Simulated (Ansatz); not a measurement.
C2H4FNSi can be A, `C[SiH](F)C#N`, or B, `N=C1[SiH2]C1F`.

Isolated molecules relaxed with PBE0-D4/def2-TZVP in Ansatz; ΔE leaves out vibrations. CCSD(T)/CBS adds triple-zeta CCSD(T) − MP2 to the extrapolated MP2 energy (def2 sets, frozen cores). Functionals use def2-TZVPP. B3LYP here is the variant with VWN-RPA as its local correlation; programs differ in this. One conformer a species, not always the lowest.

A:

```xyz
9

C     0.307    0.899    0.818
Si   -0.254    0.006   -0.691
F     0.738    0.267   -1.909
C    -0.215   -1.819   -0.368
N    -0.210   -2.945   -0.125
H     0.303    1.978    0.648
H    -0.362    0.680    1.654
H     1.317    0.593    1.098
H    -1.625    0.341   -1.124
```

B:

Z-matrix (Å, degrees):
```
Si
C 1 1.875
C 1 1.901 2 46.1
H 1 1.479 2 113.8 3 -111.2
H 1 1.482 2 127.3 3 93.8
N 2 1.258 1 149.6 3 142.0
F 3 1.358 1 131.6 2 -112.6
H 3 1.097 1 106.8 2 106.1
H 6 1.020 2 111.3 1 42.5
```

Task: Which is lower in electronic energy at CCSD(T)/CBS, and by how much? (Best estimate.)

Result: Computed: A, by 116.2 kcal/mol.

Task: Give E(B) − E(A) in kcal/mol with PBE0-D4, PBE-D4, B3LYP, CCSD/def2-TZVPP, CCSD(T)/def2-SVP, CCSD(T)/def2-TZVPP, LDA (SPW92). (Estimate.)

Result: Ansatz gave: PBE0-D4 103.7, PBE-D4 98.5, B3LYP 110.6, CCSD/def2-TZVPP 118.5, CCSD(T)/def2-SVP 110.4, CCSD(T)/def2-TZVPP 116.4, LDA (SPW92) 91.1. None reverses the order clearly.

Task: Does the order hold for the free energy at 298.15 K (harmonic terms from PBE0-D4)? (Best estimate.)

Result: Ansatz gave: Yes: G(B) − G(A) = +116.1 kcal/mol, for one conformer each.

Largest T1 diagnostic: 0.015.

From PBE to PBE0 (25 % exact exchange), in def2-TZVPP and without D4, E(B) − E(A) moves by +5.2 kcal/mol. At CCSD(T), def2-SVP lies −5.8 kcal/mol from the extrapolated value and def2-TZVPP +0.2 kcal/mol.
